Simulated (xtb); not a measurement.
Harmonic IR lines of one isomer of C3H5N, unscaled. Calculation: GFN2-xTB in xtb.

| wavenumber (cm⁻¹) | relative intensity |
|---|---|
| 226 | 37 |
| 311 | 14 |
| 479 | 4.8 |
| 638 | 23 |
| 672 | 11 |
| 875 | 97 |
| 919 | 13 |
| 1011 | 71 |
| 1105 | 8.2 |
| 1126 | 5.4 |
| 1232 | 18 |
| 1346 | 13 |
| 1555 | 26 |
| 2293 | 7.2 |
| 2776 | 100 |
| 2926 | 35 |
| 3389 | 10 |
| 3397 | 3.4 |
| 3422 | 9.5 |

Identify which structure gives these lines.
A. `C#CCN`
B. `C=C=CN`
C. `C#CNC`
D. `C=C=NC`

A, `C#CCN`
